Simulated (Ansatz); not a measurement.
Species: C5H9O (charge 0, doublet). It need not be the lowest isomer of its formula. 
Structure (B3LYP-D3(BJ)/def2-TZVP (Ansatz, a program for electronic structure) minimum search):
```xyz
15

C     -2.7925    -0.2900    -0.3229
C     -1.3812    -0.6093    -0.8083
C     -0.3010     0.0348     0.0572
C      1.1098    -0.2894    -0.4351
C      2.2218     0.3236     0.3862
O      2.1375     1.0087     1.3426
H     -2.9455    -0.6449     0.6988
H     -3.5465    -0.7605    -0.9561
H     -2.9753     0.7869    -0.3294
H     -1.2350    -1.6943    -0.8225
H     -1.2646    -0.2725    -1.8436
H     -0.4049    -0.2998     1.0926
H     -0.4345     1.1196     0.0733
H      1.2968    -1.3677    -0.4506
H      1.2674     0.0452    -1.4652
```
Charge 0, spin multiplicity 2.

Parts of the frozen-core correlation energy in 6-31G (Ansatz, hartree). Frozen orbitals: 6; correlated occupied orbitals by spin: 18 and 17; virtual: 48 and 49. Open shells are spin-unrestricted. Spin-orbit coupling is left out. No relativistic terms.

| term | value |
|---|---|
| reference (HF) | -269.27928 |
| MP2 opposite-spin | -0.43187 |
| MP2 same-spin | -0.13200 |
| CCSD correlation | -0.61649 |
| (T) | -0.01690 |
| T1 diagnostic | 0.015 |
| largest doubles amplitude | 0.057 |
| <S^2> of the reference | 0.768 |
